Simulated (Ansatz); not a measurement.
Ansatz (a program for electronic structure) input file for CH7ClFNSi2, SMILES [Si@](C)(F)(Cl)N[SiH3], PBE0-D3(BJ)/def2-SVP. 

Ansatz 0.2 input:
```yaml
crystal:
  periodic: [false, false, false]
  atoms:
    - {symbol: C, position_ang: [1.93769023, -0.60630921, -0.73355432]}
    - {symbol: Si, position_ang: [0.48093111, 0.23218412, 0.12471107]}
    - {symbol: F, position_ang: [0.26445703, 1.65002193, -0.62647715]}
    - {symbol: Cl, position_ang: [0.83226492, 0.65836414, 2.05518940]}
    - {symbol: N, position_ang: [-0.99456678, -0.64029446, 0.02188109]}
    - {symbol: Si, position_ang: [-1.91234883, -1.03690730, -1.40516806]}
    - {symbol: H, position_ang: [2.16696017, -1.57037135, -0.29072873]}
    - {symbol: H, position_ang: [2.83347033, 0.00594139, -0.67565627]}
    - {symbol: H, position_ang: [1.71627490, -0.76837118, -1.78380784]}
    - {symbol: H, position_ang: [-1.43753525, -0.85980170, 0.89857546]}
    - {symbol: H, position_ang: [-1.01226116, -1.74045480, -2.32095149]}
    - {symbol: H, position_ang: [-2.98713171, -1.89853641, -0.91491880]}
    - {symbol: H, position_ang: [-2.43272015, 0.17524730, -2.03788145]}
basis:
  gaussian:
    orbitals: def2-SVP
hamiltonian:
  xc: pbe0
  dispersion: d3bj
relax: {f_tol: 0.002, max_steps: 200}
```

Log of the run:

```
WARN ansatz: RAYON_NUM_THREADS=1 ignored (pool sized by the plan → 1); use --threads N
Functional definition: PBE0
integrals: 0.10 GiB planned
1353 factors; integrals over basis functions are off by at most 3.4e-4 eV
mean field: 0.73 GiB planned
mean field evaluation 1: about -33602.5109 eV, gradient 6.6e1 eV
mean field evaluation 2: about -33596.6146 eV, gradient 8.2e1 eV
mean field evaluation 4: about -33611.2460 eV, gradient 3.2e0 eV
mean field evaluation 8: about -33611.2809 eV, gradient 2.1e-1 eV
mean field evaluation 16: about -33611.2810 eV, gradient 2.2e-5 eV
mean field -33611.28098335 eV, -1235.1917935936 hartree, gradient 2.2e-5 eV, S^2 0.000000; 0 other end points of the search recorded, 0 dependent functions left out
the calculation of the forces begins
reference -33611.28101345 eV, -1235.1917946996 hartree; 37, 37 occupied and 94, 94 virtual orbitals, 1353 factors
relax step   1: F+E_penalty+E_count = -33611.59582169 eV  Δ(F+E_penalty+E_count) = +0.000e0 eV  max|allowed force component| = 1.338e0 eV/Å  Δτ_max = 0.0000 Å  (27 SCF iters, accepted)
these checks for a lower state are left out or cut short: starts, cluster_reference, orbital_swaps, neighbouring_geometries, increment
integrals: 0.10 GiB planned
1353 factors; integrals over basis functions are off by at most 3.9e-4 eV
mean field: 0.73 GiB planned
mean field -33611.39696403 eV, -1235.1960558048 hartree, gradient 8.2e-5 eV, S^2 0.000000; 0 other end points of the search recorded, 0 dependent functions left out
the calculation of the forces begins
[...]
the calculation of the forces begins
reference -33611.44871082 eV, -1235.1979574645 hartree; 37, 37 occupied and 94, 94 virtual orbitals, 1353 factors
relax step  15: F+E_penalty+E_count = -33611.76489862 eV  Δ(F+E_penalty+E_count) = -1.456e-4 eV  max|allowed force component| = 1.449e-2 eV/Å  Δτ_max = 0.0224 Å  (23 SCF iters, accepted)
these checks for a lower state are left out or cut short: starts, cluster_reference, orbital_swaps, neighbouring_geometries, increment
integrals: 0.10 GiB planned
1353 factors; integrals over basis functions are off by at most 4.0e-4 eV
mean field: 0.73 GiB planned
mean field evaluation 96: about -33611.4331 eV, gradient 6.0e-1 eV
mean field -33611.44869382 eV, -1235.1979568396 hartree, gradient 9.2e-6 eV, S^2 0.000000; 0 other end points of the search recorded, 0 dependent functions left out
the calculation of the forces begins
reference -33611.44872437 eV, -1235.1979579623 hartree; 37, 37 occupied and 94, 94 virtual orbitals, 1353 factors
relax step  16: F+E_penalty+E_count = -33611.76497355 eV  Δ(F+E_penalty+E_count) = -7.493e-5 eV  max|allowed force component| = 1.040e-2 eV/Å  Δτ_max = 0.0223 Å  (24 SCF iters, accepted)
these checks for a lower state are left out or cut short: starts, cluster_reference, orbital_swaps, neighbouring_geometries, increment
integrals: 0.10 GiB planned
1353 factors; integrals over basis functions are off by at most 4.0e-4 eV
mean field: 0.73 GiB planned
mean field -33611.44869618 eV, -1235.1979569266 hartree, gradient 2.3e-5 eV, S^2 0.000000; 0 other end points of the search recorded, 0 dependent functions left out
the calculation of the forces begins
reference -33611.44872673 eV, -1235.1979580493 hartree; 37, 37 occupied and 94, 94 virtual orbitals, 1353 factors
relax step  17: F+E_penalty+E_count = -33611.76501018 eV  Δ(F+E_penalty+E_count) = -3.663e-5 eV  max|allowed force component| = 9.399e-3 eV/Å  Δτ_max = 0.0171 Å  (23 SCF iters, accepted)
these checks for a lower state are left out or cut short: starts, cluster_reference, orbital_swaps, neighbouring_geometries, increment
integrals: 0.10 GiB planned
1353 factors; integrals over basis functions are off by at most 4.1e-4 eV
mean field: 0.73 GiB planned
mean field -33611.44870933 eV, -1235.1979574098 hartree, gradient 7.9e-6 eV, S^2 0.000000; 0 other end points of the search recorded, 0 dependent functions left out
the calculation of the forces begins
reference -33611.44873988 eV, -1235.1979585324 hartree; 37, 37 occupied and 94, 94 virtual orbitals, 1353 factors
relax step  18: F+E_penalty+E_count = -33611.76503786 eV  Δ(F+E_penalty+E_count) = -2.768e-5 eV  max|allowed force component| = 1.247e-2 eV/Å  Δτ_max = 0.0204 Å  (24 SCF iters, accepted)
these checks for a lower state are left out or cut short: starts, cluster_reference, orbital_swaps, neighbouring_geometries, increment
integrals: 0.10 GiB planned
1353 factors; integrals over basis functions are off by at most 4.2e-4 eV
mean field: 0.73 GiB planned
mean field -33611.44874908 eV, -1235.1979588706 hartree, gradient 1.5e-5 eV, S^2 0.000000; 0 other end points of the search recorded, 0 dependent functions left out
the calculation of the forces begins
reference -33611.44877963 eV, -1235.1979599931 hartree; 37, 37 occupied and 94, 94 virtual orbitals, 1353 factors
relax step  19: F+E_penalty+E_count = -33611.76505770 eV  Δ(F+E_penalty+E_count) = -1.984e-5 eV  max|allowed force component| = 7.555e-3 eV/Å  Δτ_max = 0.0151 Å  (23 SCF iters, accepted)
these checks for a lower state are left out or cut short: starts, cluster_reference, orbital_swaps, neighbouring_geometries, increment
integrals: 0.10 GiB planned
1353 factors; integrals over basis functions are off by at most 4.2e-4 eV
mean field: 0.73 GiB planned
mean field -33611.44880637 eV, -1235.1979609757 hartree, gradient 1.7e-5 eV, S^2 0.000000; 0 other end points of the search recorded, 0 dependent functions left out
the calculation of the forces begins
reference -33611.44883691 eV, -1235.1979620982 hartree; 37, 37 occupied and 94, 94 virtual orbitals, 1353 factors
relax step  20: F+E_penalty+E_count = -33611.76508008 eV  Δ(F+E_penalty+E_count) = -2.238e-5 eV  max|allowed force component| = 6.297e-3 eV/Å  Δτ_max = 0.0066 Å  (23 SCF iters, accepted)
these checks for a lower state are left out or cut short: starts, cluster_reference, orbital_swaps, neighbouring_geometries, increment
integrals: 0.10 GiB planned
1353 factors; integrals over basis functions are off by at most 4.3e-4 eV
mean field: 0.73 GiB planned
mean field evaluation 128: about -33611.4490 eV, gradient 7.2e-2 eV
mean field -33611.44897782 eV, -1235.1979672764 hartree, gradient 8.1e-5 eV, S^2 0.000000; 0 other end points of the search recorded, 0 dependent functions left out
the calculation of the forces begins
reference -33611.44900836 eV, -1235.1979683988 hartree; 37, 37 occupied and 94, 94 virtual orbitals, 1353 factors
relax step  21: F+E_penalty+E_count = -33611.76512830 eV  Δ(F+E_penalty+E_count) = -4.822e-5 eV  max|allowed force component| = 1.565e-2 eV/Å  Δτ_max = 0.0271 Å  (25 SCF iters, accepted)
these checks for a lower state are left out or cut short: starts, cluster_reference, orbital_swaps, neighbouring_geometries, increment
integrals: 0.10 GiB planned
1353 factors; integrals over basis functions are off by at most 4.4e-4 eV
mean field: 0.73 GiB planned
mean field -33611.44905534 eV, -1235.1979701252 hartree, gradient 2.4e-5 eV, S^2 0.000000; 0 other end points of the search recorded, 0 dependent functions left out
the calculation of the forces begins
reference -33611.44908588 eV, -1235.1979712475 hartree; 37, 37 occupied and 94, 94 virtual orbitals, 1353 factors
relax step  22: F+E_penalty+E_count = -33611.76515331 eV  Δ(F+E_penalty+E_count) = -2.501e-5 eV  max|allowed force component| = 1.538e-2 eV/Å  Δτ_max = 0.0159 Å  (23 SCF iters, accepted)
these checks for a lower state are left out or cut short: starts, cluster_reference, orbital_swaps, neighbouring_geometries, increment
integrals: 0.10 GiB planned
1353 factors; integrals over basis functions are off by at most 4.4e-4 eV
mean field: 0.73 GiB planned
mean field -33611.44912723 eV, -1235.1979727672 hartree, gradient 9.4e-6 eV, S^2 0.000000; 0 other end points of the search recorded, 0 dependent functions left out
the calculation of the forces begins
reference -33611.44915776 eV, -1235.1979738893 hartree; 37, 37 occupied and 94, 94 virtual orbitals, 1353 factors
relax step  23: F+E_penalty+E_count = -33611.76518432 eV  Δ(F+E_penalty+E_count) = -3.101e-5 eV  max|allowed force component| = 1.478e-2 eV/Å  Δτ_max = 0.0187 Å  (24 SCF iters, accepted)
these checks for a lower state are left out or cut short: starts, cluster_reference, orbital_swaps, neighbouring_geometries, increment
integrals: 0.10 GiB planned
1353 factors; integrals over basis functions are off by at most 4.5e-4 eV
mean field: 0.73 GiB planned
mean field -33611.44915958 eV, -1235.1979739559 hartree, gradient 9.8e-6 eV, S^2 0.000000; 0 other end points of the search recorded, 0 dependent functions left out
the calculation of the forces begins
reference -33611.44919010 eV, -1235.1979750776 hartree; 37, 37 occupied and 94, 94 virtual orbitals, 1353 factors
relax step  24: F+E_penalty+E_count = -33611.76520234 eV  Δ(F+E_penalty+E_count) = -1.802e-5 eV  max|allowed force component| = 7.037e-3 eV/Å  Δτ_max = 0.0175 Å  (24 SCF iters, accepted)
these checks for a lower state are left out or cut short: starts, cluster_reference, orbital_swaps, neighbouring_geometries, increment
integrals: 0.10 GiB planned
1353 factors; integrals over basis functions are off by at most 4.5e-4 eV
mean field: 0.73 GiB planned
mean field -33611.44914714 eV, -1235.1979734988 hartree, gradient 1.1e-5 eV, S^2 0.000000; 0 other end points of the search recorded, 0 dependent functions left out
the calculation of the forces begins
reference -33611.44917766 eV, -1235.1979746205 hartree; 37, 37 occupied and 94, 94 virtual orbitals, 1353 factors
relax step  25: F+E_penalty+E_count = -33611.76520369 eV  Δ(F+E_penalty+E_count) = -1.348e-6 eV  max|allowed force component| = 4.219e-3 eV/Å  Δτ_max = 0.0042 Å  (22 SCF iters, accepted)
these checks for a lower state are left out or cut short: starts, cluster_reference, orbital_swaps, neighbouring_geometries, increment
integrals: 0.10 GiB planned
1353 factors; integrals over basis functions are off by at most 4.5e-4 eV
mean field: 0.73 GiB planned
mean field evaluation 160: about -33611.4491 eV, gradient 7.9e-6 eV
mean field -33611.44914463 eV, -1235.1979734068 hartree, gradient 7.9e-6 eV, S^2 0.000000; 0 other end points of the search recorded, 0 dependent functions left out
the calculation of the forces begins
reference -33611.44917516 eV, -1235.1979745285 hartree; 37, 37 occupied and 94, 94 virtual orbitals, 1353 factors
relax step  26: F+E_penalty+E_count = -33611.76520785 eV  Δ(F+E_penalty+E_count) = -4.156e-6 eV  max|allowed force component| = 1.988e-3 eV/Å  Δτ_max = 0.0038 Å  (23 SCF iters, accepted)
integrals: 0.10 GiB planned
1353 factors; integrals over basis functions are off by at most 4.5e-4 eV
mean field: 0.73 GiB planned
mean field -33611.44914463 eV, -1235.1979734068 hartree, gradient 7.9e-6 eV, S^2 0.000000; 1 other end points of the search recorded, 0 dependent functions left out
the calculation of the forces begins
reference -33611.44917516 eV, -1235.1979745285 hartree; 37, 37 occupied and 94, 94 virtual orbitals, 1353 factors
Total energy: -33611.76523837 eV, -1235.2095896374 hartree
Atom 0 at     1.817767    -0.704611    -0.747586 Å, force    -0.000608    -0.000008     0.000092 eV/Å
Atom 1 at     0.533591     0.299786     0.118474 Å, force     0.000169     0.001265    -0.000155 eV/Å
Atom 2 at     0.627686     1.819456    -0.447499 Å, force     0.000019    -0.001836     0.000413 eV/Å
Atom 3 at     0.935192     0.449034     2.137169 Å, force     0.000521     0.000084     0.000192 eV/Å
Atom 4 at    -1.059788    -0.314396    -0.027274 Å, force    -0.001988    -0.000424    -0.000423 eV/Å
Atom 5 at    -1.842242    -1.103913    -1.374802 Å, force     0.001499     0.000299    -0.000155 eV/Å
Atom 6 at     1.828987    -1.736188    -0.366497 Å, force     0.000000     0.000619    -0.000178 eV/Å
Atom 7 at     2.810593    -0.260236    -0.583606 Å, force    -0.000214     0.000034    -0.000073 eV/Å
Atom 8 at     1.630958    -0.733001    -1.831781 Å, force     0.000110    -0.000006     0.000489 eV/Å
Atom 9 at    -1.657350    -0.102928     0.769399 Å, force     0.001238    -0.000169    -0.000824 eV/Å
Atom 10 at    -0.819795    -1.256357    -2.449770 Å, force    -0.000277     0.000017     0.000283 eV/Å
Atom 11 at    -2.358502    -2.452736    -0.990080 Å, force    -0.000527     0.000940    -0.000157 eV/Å
Atom 12 at    -2.991610    -0.303197    -1.894933 Å, force     0.000056    -0.000815     0.000497 eV/Å
Dipole moment:    -0.120438    -0.365128    -0.155697 e Å
```

The run converged.

Cost: roughly 2.7 core-minutes.
